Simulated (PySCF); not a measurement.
Isomers of C6H8OSi, one GFN2-xTB conformer each. Single-point energies are computed at PBE0/pcSseg-1 (PySCF, gas phase, no added dispersion term), electronic only.

**Question.** Rank them by PBE0/pcSseg-1 energy, lowest first (kcal/mol).
A. `[CH2:1]=[C:2]1[CH:3]=[C:4]([O:5][SiH3:6])[C:7]1=[CH2:8]` with C3–C4–O5–Si6 0°
B. `[cH:1]1[cH:2][o:3][c:4]([SiH:5]2[CH2:6][CH2:7]2)[cH:8]1` with O3–C4–Si5–C6 154°

**Answer.** B (0.0), A (12.9).

As drawn, the lower has an aromatic ring, a three-membered ring and an Si–C bond, which the higher lacks; the higher has a four-membered ring, an Si–O bond and a C=C bond outside aromatic rings, which the lower lacks. GFN2-xTB itself gives, in the same order: 23.0, 0.0. GFN2-xTB puts C=C1C=C(O[SiH3])C1=C lowest instead.

**Question.** Which frontier levels, dipoles and rotational constants go with these structures?

**Answer.** 
```json
{"SMILES": "c1coc([SiH]2CC2)c1", "HOMO (eV, PBE0/pcSseg-1)": "-6.22", "LUMO (eV)": "-0.43", "dipole (D)": "0.89", "A, B, C (MHz)": "5098, 1014, 907.8"}
{"SMILES": "C=C1C=C(O[SiH3])C1=C", "HOMO (eV, PBE0/pcSseg-1)": "-6.28", "LUMO (eV)": "-0.64", "dipole (D)": "1.88", "A, B, C (MHz)": "4081, 970.5, 791.1"}
```
